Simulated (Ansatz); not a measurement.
```json
{"atom": "O", "x (Å)": "1.0578", "y (Å)": "0.0000", "z (Å)": "0.0000"}
{"atom": "C", "x (Å)": "0.3245", "y (Å)": "0.9996", "z (Å)": "0.0000"}
{"atom": "C", "x (Å)": "-0.8817", "y (Å)": "0.6581", "z (Å)": "0.0000"}
{"atom": "C", "x (Å)": "-0.8817", "y (Å)": "-0.6581", "z (Å)": "0.0000"}
{"atom": "C", "x (Å)": "0.3245", "y (Å)": "-0.9996", "z (Å)": "0.0000"}
{"atom": "H", "x (Å)": "0.7864", "y (Å)": "1.8866", "z (Å)": "0.0000"}
{"atom": "H", "x (Å)": "-1.6747", "y (Å)": "1.2687", "z (Å)": "0.0000"}
{"atom": "H", "x (Å)": "-1.6747", "y (Å)": "-1.2687", "z (Å)": "0.0000"}
{"atom": "H", "x (Å)": "0.7864", "y (Å)": "-1.8866", "z (Å)": "0.0000"}
```

Basis set: 6-31G* (spherical functions). Frozen core: 5 orbitals. Charge 0, multiplicity 1.

Computed with Ansatz (development build ahead of 0.2.0); each method stands on the lowest determinant of its kind that the runs found. Restricted open shells among the atoms or ions are ROHF, correlated in semicanonical orbitals with singles.

Problem. Give the atomization energy at this shape (free ground-state atoms in the same class of orbitals less the molecule, no zero-point energy) of singlet C₄H₄O by RHF-MP2, RHF.

Solution.

```tsv
method	atomization energy
RHF-MP2	38.14 eV
RHF	28.97 eV
```

Caution: no unrestricted run beside it, a lower state can exist; the shape is not the minimum.
